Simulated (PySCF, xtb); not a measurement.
methyl(prop-2-ynyl)silane (C₄H₈Si), SMILES C#CC[SiH2]C. One conformer was computed; it need not be the lowest.

Harmonic wavenumbers (cm⁻¹) from GFN2-xTB in xtb at its own minimum, in rising order: 48, 110, 126, 189, 290, 371, 439, 556, 615, 636, 667, 729, 757, 765, 783, 829, 842, 1015, 1117, 1206, 1376, 1432, 1487, 1494, 2223, 2233, 2291, 2945, 2958, 3033, 3035, 3048, 3399.

Problem. What does PBE-D3(BJ)/def2-SVP run with PySCF give at its own minimum? (The exact figures need the calculation; the answer reports its results.)

Solution. 66, 101, 158, 207, 337, 425, 443, 550, 606, 619, 648, 694, 745, 807, 851, 863, 915, 967, 1108, 1130, 1217, 1358, 1385, 1385, 2158, 2167, 2171, 2960, 2977, 3012, 3077, 3078, 3411. Paired by order, the mean absolute difference is 45 cm⁻¹ and the zero-point energies are 61.5 and 60.9 kcal/mol.
